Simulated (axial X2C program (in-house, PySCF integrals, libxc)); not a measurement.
**Which functional? An output for YF⁻**

An SCF output computed with an in-house relativistic program for diatomic molecules for YF⁻ at 1.983 Å, two-component, state Ω = 3/2, Y dyall-acv3z [12s13p10d6f3g], F dyall-av3z [7s6p3d2f] (cores contracted in-house), without its first line:

```
basis functions 224  fitting functions 1054  grid points 5078
iter        total energy     max residual
   1      -3481.326719175     3.83e-01
   2      -3481.353968326     1.05e-02
   3      -3481.358069646     4.85e-02
   4      -3481.364393065     5.06e-02
   5      -3481.369714352     4.07e-02
   6      -3481.373953274     1.02e-02
   7      -3481.376886239     1.93e-02
   8      -3481.378130895     1.01e-02
   9      -3481.378379305     2.11e-03
  10      -3481.378551822     3.23e-03
  11      -3481.378582239     1.84e-03
  12      -3481.378612084     5.09e-04
  13      -3481.378625350     9.47e-04
  14      -3481.378642275     8.04e-04
  15      -3481.378658918     4.00e-04
  16      -3481.378674487     4.12e-04
  17      -3481.378682956     5.06e-04
  18      -3481.378685823     2.22e-04
  19      -3481.378686390     5.00e-05
  20      -3481.378686546     4.38e-05
  21      -3481.378686589     2.94e-05
  22      -3481.378686601     7.99e-06
  23      -3481.378686605     5.90e-06
  24      -3481.378686607     5.81e-06
  25      -3481.378686608     2.06e-06
converged
one-electron -5005.83227371  Coulomb 1550.94178060  exact exchange -118.68771819  xc functional 0.00000000  nuclear repulsion 93.66676804  atomic mean-field constant -1.46724335
```

Question: Which level of theory produced it?
A. PBE0
B. HF
C. PBE

Answer: B. The exact-exchange term against the functional term shows a share of 1 of exact exchange.
